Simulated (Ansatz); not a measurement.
Ansatz (a first-principles code) input file for C3H6F2Si, SMILES FC(F)=CC[SiH3], ωB97X-V/def2-SVPD. Coordinates come from a PBE0-D3(BJ)/def2-SVP optimisation. This is a generated structure with no PubChem entry under its InChIKey; it may be hypothetical. The values are those of a single conformer.

Ansatz 0.2 input:
```yaml
crystal:
  periodic: [false, false, false]
  atoms:
    - {symbol: F, position_ang: [1.89814224, -0.52116173, -0.47446980]}
    - {symbol: C, position_ang: [1.33420651, 0.24833957, 0.43044548]}
    - {symbol: F, position_ang: [2.13847788, 0.41311756, 1.45394480]}
    - {symbol: C, position_ang: [0.12418810, 0.78417349, 0.31900023]}
    - {symbol: C, position_ang: [-0.79002166, 0.55758459, -0.83971900]}
    - {symbol: Si, position_ang: [-2.20694356, -0.62704864, -0.40739769]}
    - {symbol: H, position_ang: [-0.20567003, 1.39559259, 1.16182866]}
    - {symbol: H, position_ang: [-1.23005103, 1.51091159, -1.17782413]}
    - {symbol: H, position_ang: [-0.24112081, 0.13866506, -1.69785276]}
    - {symbol: H, position_ang: [-2.96863130, -0.09795745, 0.76559223]}
    - {symbol: H, position_ang: [-3.14241414, -0.76693347, -1.56627343]}
    - {symbol: H, position_ang: [-1.65472136, -1.96978568, -0.05553803]}
basis:
  gaussian:
    orbitals: def2-SVPD
hamiltonian:
  xc: {name: wB97X-V}
```

It prints:

```
WARN ansatz: RAYON_NUM_THREADS=2 ignored (pool sized by the plan → 2); use --threads N
Functional definition: wB97X-V
integrals: 0.16 GiB planned
1498 factors; their error is unknown
integrals: 0.19 GiB planned
608 factors; integrals over basis functions are off by at most 1.8e-5 eV
mean field: 1.50 GiB planned
mean field evaluation 1: about -16503.4719 eV, gradient 4.1e1 eV
mean field evaluation 2: about -16504.3259 eV, gradient 3.7e1 eV
mean field evaluation 4: about -16506.9636 eV, gradient 1.4e0 eV
mean field evaluation 8: about -16506.9737 eV, gradient 5.2e-2 eV
mean field evaluation 16: about -16507.0005 eV, gradient 7.9e-5 eV
mean field -16507.00051429 eV, -606.6210800535 hartree, gradient 7.9e-5 eV, S^2 0.000000; 0 other end points of the search recorded, 0 dependent functions left out
reference -16507.00051160 eV, -606.6210799545 hartree; 28, 28 occupied and 150, 150 virtual orbitals, 1498 factors
Total energy: -16507.00051160 eV, -606.6210799545 hartree
```

Self-consistency was reached.
